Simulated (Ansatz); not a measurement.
`[NH2][AlH][GeH2][F]` → `[F][GeH]` + `[NH2][AlH2]` at 298.15 K and 1 bar (germylene formation by 1,1-elimination).

Gas-phase electronic energies from Ansatz, PBE0-D4/def2-TZVP geometries. CCSD(T)/CBS adds triple-zeta CCSD(T) − MP2 to the extrapolated MP2 energy (def2 sets, frozen cores). This one scheme is used for every species. For Ge outer-core shells are correlated without core-valence functions, which leaves a few kJ/mol of doubt a bond. Scalar relativity is left out up to krypton. One conformer a species, not always the lowest.

```csv
species,CCSD(T)/CBS energy (Eh),H − E (kJ/mol),S (J/(mol·K))
`[NH2][AlH][GeH2][F]`,-2475.70000,156.0,361.0
`[F][GeH]`,-2176.50038,30.3,252.4
`[NH2][AlH2]`,-299.14566,115.0,251.7
```

H − E and S are ideal-gas, rigid-rotor, harmonic terms from PBE0-D4/def2-TZVP, for one conformer and one mirror image of each species. 1 Eh = 2625.50 kJ/mol, R = 8.31446 J/(mol·K).

Q: By hand: ΔE, ΔH, ΔS and ΔG.

A: ΔE = (-2176.50038) + (-299.14566) − (-2475.70000) = 0.05396 Eh = 141.7 kJ/mol. Δ(H − E) = 30.3 + 115.0 − 156.0 = -10.7, so ΔH = 131.0 kJ/mol. ΔS = 252.4 + 251.7 − 361.0 = 143.1 J/(mol·K). ΔG = 131.0 − 298.15 × (143.1)/1000 = 88.3 kJ/mol.

Q: By hand: the equilibrium constant, and the temperature at which ΔG would vanish if ΔH and ΔS stayed fixed.

A: log₁₀ K = −ΔG/(RT ln 10) = -15.5. ΔG = 0 at ΔH/ΔS = 915 K.

The number of gas molecules changes by +1, which sets the sign of ΔS. A doubt of 5 kJ/mol in ΔE shifts log₁₀ K by 0.9 here. Other conformers and mirror images would add mixing entropy, several J/(mol·K) or more a flexible species. Modes under 60 cm⁻¹, often nearly free rotors, make the harmonic entropy too high. These are equilibria of isolated gas molecules and say nothing of rates. Largest T1 diagnostic: 0.014 (customary marks: 0.02 for closed shells, 0.045 for open ones).
